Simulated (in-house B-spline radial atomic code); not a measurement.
## Solving the quasi-particle equation for 6s up of Eu+

Configuration [Xe] 4f7 6s1, highest spin, start r2SCAN; correlation leaves out the 10 deepest shells. Computed with a B-spline radial code for spherical atoms: all electrons, scalar-relativistic (spin-free one-electron X2C), finite nucleus, each spin shell either full or empty, empty states to l = 9 with an (l + 1/2)⁻⁴ tail; G0W0 by contour deformation at full frequency.

RPA overbinds a lone outer s electron by self-correlation, and G0W0 tends to as well.

At the mean-field level ε = -9.023 eV the matrix elements are Σx = -8.352 eV, v_xc = -6.841 eV and Σc(ε) = -1.473 eV, and the slope of the correlation self-energy is dΣc/dω = -0.1396. The quasi-particle energy solves E = ε + Σx − v_xc + Σc(E).

Task: What does the linearised equation give?

Result: Z = 1/(1 − dΣc/dω) = 1/1.1396 = 0.8775. The first-order shift is Σx − v_xc + Σc(ε) = -8.352 − (-6.841) + (-1.473) = -2.984 eV, so E ≈ ε + Z × shift = -9.023 + 0.8775 × (-2.984) = -11.641 eV.

Task: How does that compare with the full solution and with static screening?

Result: Solving the equation at full frequency dependence gives E = -11.714 eV, where Σc = -1.181 eV and the weight is 0.913; the linearised value is off by 73 meV. Leaving Z out would give -12.007 eV. Static COHSEX puts -2.764 eV in place of Σc and gives -13.298 eV, 1.58 eV deeper.
